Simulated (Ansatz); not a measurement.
`[F][W]([F])([F])(=[S])[Cl]` and `[OH][W]([F])([F])(=[S])[Cl]` differ in one atom or group.

Ansatz, PBE0-D4/def2-TZVP geometries, multiplicity 1. Each molecule was computed in one conformer, which needn't be the lowest.

Elements past krypton have def2 core potentials.

```csv
property,`[F][W]([F])([F])(=[S])[Cl]`
LUMO energy (B3LYP/def2-TZVPP) / eV,-4.12
HOMO–LUMO gap (B3LYP/def2-TZVPP) / eV,4.82
LUMO energy (PBE0/def2-TZVPP) / eV,-3.92
"ideal-gas entropy at 298 K and 1 bar (rigid rotor, harmonic PBE0-D4/def2-TZVP) / J/(mol·K)",374
size of the dipole moment (PBE/def2-TZVPP) / D,0.73
HOMO–LUMO gap (ωB97M-V/def2-TZVPP) / eV,9.57
```

Question: What does the change do to each property? (Best estimate.)

Answer: Ansatz gave: 
| property | `[OH][W]([F])([F])(=[S])[Cl]` | shift |
| --- | --- | --- |
| LUMO energy (B3LYP/def2-TZVPP) / eV | -3.81 | 0.31 |
| HOMO–LUMO gap (B3LYP/def2-TZVPP) / eV | 4.51 | -0.31 |
| LUMO energy (PBE0/def2-TZVPP) / eV | -3.64 | 0.28 |
| ideal-gas entropy at 298 K and 1 bar (rigid rotor, harmonic PBE0-D4/def2-TZVP) / J/(mol·K) | 386 | 12 |
| size of the dipole moment (PBE/def2-TZVPP) / D | 2.55 | 1.82 |
| HOMO–LUMO gap (ωB97M-V/def2-TZVPP) / eV | 9.00 | -0.57 |

With PBE0 the HOMO rises by 0.64 eV and the LUMO rises by 0.28 eV, so the gap narrows by about 0.36 eV. PBE moves the HOMO by 0.61 eV and ωB97M-V by 0.63 eV. The zero-point energy changes by 30.1 kJ/mol with +3 modes. Dipoles are sizes alone; their direction can turn.

B3LYP here is the variant with VWN-RPA as its local correlation; programs differ in this.
